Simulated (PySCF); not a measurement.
Species: C5H10GeSi.
Numbering: `[CH2:1]=[C:2]([CH3:3])[SiH2:4][C:5]#[C:6][GeH3:7]` (hydrogens: H8, H9 on C1; H10, H11, H12 on C3; H13, H14 on Si4; H15, H16, H17 on Ge7)

Level: CAM-B3LYP/def2-SVPD in PySCF, non-relativistic, on one gas-phase PBE0-D3(BJ)/def2-SVP geometry that isn't relaxed in the solvent. The solvent is an IEF-PCM continuum (cavity from Bondi-type radii × 1.2), and excitations are vertical TDDFT with non-equilibrium linear response and a frozen core. Only the electrostatic response of the medium enters. Spin–orbit coupling is left out although an atom past zinc is present.

Gas-phase singlets (H = HOMO, L = LUMO):

| state | E (eV) | λ (nm) | f | leading configuration |
| --- | --- | --- | --- | --- |
| S1 | 5.620 | 221 | 0.000 | H-1→L+1 42% |
| S2 | 5.875 | 211 | 0.001 | H-2→L+1 37% |
| S3 | 5.884 | 211 | 0.000 | H-2→L 40% |
| S4 | 6.774 | 183 | 0.001 | H→L+1 48% |
| S5 | 6.887 | 180 | 0.004 | H-3→L+3 21% |

Question: What are the lowest 5 singlets in methanol (ε = 32.61)?

Answer: 
| state | E (eV) | λ (nm) | f | leading configuration | change by rank (eV) |
| --- | --- | --- | --- | --- | --- |
| S1 | 5.682 | 218 | 0.000 | H-2→L+1 29% | +0.062 |
| S2 | 5.924 | 209 | 0.001 | H-1→L 27% | +0.049 |
| S3 | 5.929 | 209 | 0.000 | H-1→L+1 29% | +0.045 |
| S4 | 6.720 | 185 | 0.002 | H→L+1 37% | -0.054 |
| S5 | 6.773 | 183 | 0.312 | H→L 35% | -0.114 |

Question: Give the list for acetonitrile (ε = 35.69), n² = 1.81.

Answer: 
| state | E (eV) | λ (nm) | f | leading configuration | change by rank (eV) |
| --- | --- | --- | --- | --- | --- |
| S1 | 5.682 | 218 | 0.000 | H-2→L+1 29% | +0.062 |
| S2 | 5.924 | 209 | 0.001 | H-1→L 27% | +0.049 |
| S3 | 5.929 | 209 | 0.000 | H-1→L+1 29% | +0.045 |
| S4 | 6.719 | 185 | 0.002 | H→L+1 37% | -0.055 |
| S5 | 6.769 | 183 | 0.315 | H→L 35% | -0.118 |

Question: How do the frontier levels move from gas to acetonitrile?

Answer: 
```tsv
orbital	gas (eV)	solvent (eV)	change (eV)	Löwdin shares, gas	Löwdin shares, solvent
LUMO+2	0.80	0.86	+0.06	Ge7 51 %, C6 9 %, H15 8 %, H16 8 %	Ge7 45 %, C6 11 %, Si4 8 %, H15 7 %
LUMO+1	0.65	0.61	-0.04	C5 23 %, C6 22 %, Si4 14 %, Ge7 14 %	C5 23 %, C6 22 %, Si4 14 %, Ge7 13 %
LUMO	0.64	0.61	-0.03	C5 20 %, C6 19 %, Si4 13 %, Ge7 12 %	C5 23 %, C6 23 %, Si4 14 %, Ge7 13 %
HOMO	-8.88	-8.86	+0.02	C1 36 %, C2 34 %, C3 8 %, Si4 6 %	C1 36 %, C2 34 %, C3 8 %, Si4 5 %
HOMO-1	-9.29	-9.38	-0.09	C6 37 %, C5 37 %, Si4 7 %, Ge7 7 %	C6 31 %, C5 31 %, C2 8 %, Si4 7 %
HOMO-2	-9.30	-9.40	-0.10	C6 34 %, C5 34 %, Si4 6 %, C2 6 %	C5 35 %, C6 35 %, Ge7 7 %, Si4 7 %
HOMO-3	-10.32	-10.28	+0.04	C2 24 %, Si4 18 %, C1 13 %, C3 9 %	C2 22 %, Si4 16 %, C1 13 %, C5 9 %
```

The HOMO–LUMO gap goes from 9.53 to 9.47 eV. Shares within a degenerate set are those of one arbitrary member.

Conformer computed: `[CH2:1]=[C:2]([CH3:3])[SiH2:4][C:5]#[C:6][GeH3:7]`: C1–C2–Si4–C5 1°.
